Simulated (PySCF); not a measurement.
Level of theory: PBE0/[Zn def2-TZVPD, H def2-TZVPD], no relativity, density fitting, PySCF. Open shells, if any, are unrestricted.

What shape and geometry does isolated singlet ZnH₃⁻ take (every ligand bound to Zn)?

Counting electrons, zinc keeps none of its valence electrons outside its bonds, so the VSEPR class is AX3 and the expected shape is trigonal planar (D3h), as computed. The lowest minimum found is a singlet of D3h symmetry with Zn–H 1.650 Å (×3); H–Zn–H 120.0° (×3). Its harmonic wavenumbers are 617 (e'), 622 (a2''), 1483 (e'), 1561 (a1') cm⁻¹ and its dipole moment is 0.00 D about the centre of mass.

Other isomers or separated fragments may lie lower. The lowest empty level of this anion is unbound, so it and the gap depend on the basis.
